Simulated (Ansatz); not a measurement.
Ansatz (a first-principles code) input (SVWN5/def2-TZVPD):

Ansatz 0.2 input:
```yaml
crystal:
  periodic: [false, false, false]
  atoms:
    - {symbol: N, position_ang: [0.89819675, -0.79076357, -0.08377368]}
    - {symbol: C, position_ang: [-0.28056431, -0.22367917, 0.05090285]}
    - {symbol: O, position_ang: [-0.63522249, 0.98571426, 0.03683495]}
    - {symbol: H, position_ang: [1.57052150, -0.02489384, -0.21783311]}
    - {symbol: H, position_ang: [-1.09273298, -0.98340020, 0.20415215]}
basis:
  gaussian:
    orbitals: def2-TZVPD
hamiltonian:
  xc: {name: SVWN5}
total_charge: -1
output: {forces: true}
```

Output:

```
Functional definition: SVWN5
integrals: 0.03 GiB planned
639 factors; their error is unknown
mean field: 0.33 GiB planned
mean field evaluation 1: about -4570.0880 eV, gradient 3.8e1 eV
mean field evaluation 2: about -4548.7348 eV, gradient 9.8e1 eV
mean field evaluation 4: about -4572.7810 eV, gradient 1.2e1 eV
mean field evaluation 8: about -4573.0323 eV, gradient 1.5e-1 eV
mean field evaluation 16: about -4573.0180 eV, gradient 6.4e-5 eV
mean field -4573.01803018 eV, -168.0553129061 hartree, gradient 1.8e-5 eV, S^2 0.000000; 0 other end points of the search recorded, 0 dependent functions left out
the calculation of the forces begins
reference -4573.01806839 eV, -168.0553143105 hartree; 12, 12 occupied and 120, 120 virtual orbitals, 639 factors
Total energy: -4573.01806839 eV, -168.0553143105 hartree
Atom 0 at     0.898197    -0.790764    -0.083774 Å, force    -0.410084    -0.142205     0.064694 eV/Å
Atom 1 at    -0.280564    -0.223679     0.050903 Å, force     0.307468     0.123498    -0.049392 eV/Å
Atom 2 at    -0.635222     0.985714     0.036835 Å, force     0.081306    -0.068102    -0.007766 eV/Å
Atom 3 at     1.570521    -0.024894    -0.217833 Å, force     0.256787     0.290923    -0.051119 eV/Å
Atom 4 at    -1.092733    -0.983400     0.204152 Å, force    -0.235476    -0.204115     0.043583 eV/Å
Dipole moment:    -0.044977     0.027919     0.004809 e Å
```
